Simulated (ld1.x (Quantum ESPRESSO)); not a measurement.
## What one change does to a pseudopotential (Cl, TM)

| Item | Value |
| --- | --- |
| Element | Cl (Z = 17) |
| Generator | ld1.x (Quantum ESPRESSO) 7.5 |
| Type | norm-conserving Troullier–Martins (Kleinman–Bylander form) |
| Functional | LDA (PZ) |
| Relativity | scalar-relativistic |
| Frozen core | [Ne] |
| Valence charge | 7 |
| Reference configuration | 3s1.75 3p5.25 |
| Partial waves | 3p (bound): rc 1.05 bohr; 3s (bound): rc 1.00 bohr |
| Local potential | the s channel |
| Core correction | a·sin(br)/r model core inside 0.85 bohr |

Change: all radii but the core radius scaled by about 1.03 (s 1.04, p 1.08 bohr).

Cutoffs: the cutoffs (Ry, on a coarse ladder) from which the occupation-weighted sum of valence levels, in a spherical-Bessel basis at the reference potential, stays within 10 and 1 mRy of its value at 400 Ry; they do not see the model core or the augmentation charge, which bear on the density cutoff. Errors are all-electron minus pseudo energies relative to the spin-unpolarised reference configuration.

**Question.** How do hardness, ghosts and transferability respond?

**Answer.** The potential gets softer (140 Ry and 260 Ry → 110 Ry and 200 Ry); the errors of the 9 common tests hardly move; neither file shows a bound ghost. A larger radius leaves more room for a smooth pseudo-wave, so fewer plane waves are needed.

| quantity | base | changed |
| --- | --- | --- |
| cutoff, loose | 140 Ry | 110 Ry |
| cutoff, tight | 260 Ry | 200 Ry |
| loose cutoff by channel (10 mRy a level) | p 80 Ry, s 70 Ry | p 80 Ry, s 60 Ry |
| bound ghosts | none | none |
| error for 3s2 3p5, meV [ΔE -3.00 eV] | +0.2 | +0.3 |
| error for 3s2 3p4, meV [ΔE 10.97 eV] | +4.5 | +4.0 |
| error for 3s2 3p3, meV [ΔE 36.50 eV] | +32 | +29 |
| error for 3s2 3p2, meV [ΔE 74.89 eV] | +103 | +93 |
| error for 3s2 3p1, meV [ΔE 127.26 eV] | +236 | +216 |
| error for 3s2 3p4.5, meV [ΔE 2.63 eV] | +0.6 | +0.6 |
| error for 3s1 3p6, meV [ΔE 9.05 eV] | +0.5 | +0.6 |
| error for 3s1.75 3p5.25 (spin-polarised), meV [ΔE -0.20 eV] | +2.7 | +3.0 |
| error for 3s2 3p5 (spin-polarised), meV [ΔE -3.19 eV] | +2.3 | +2.5 |
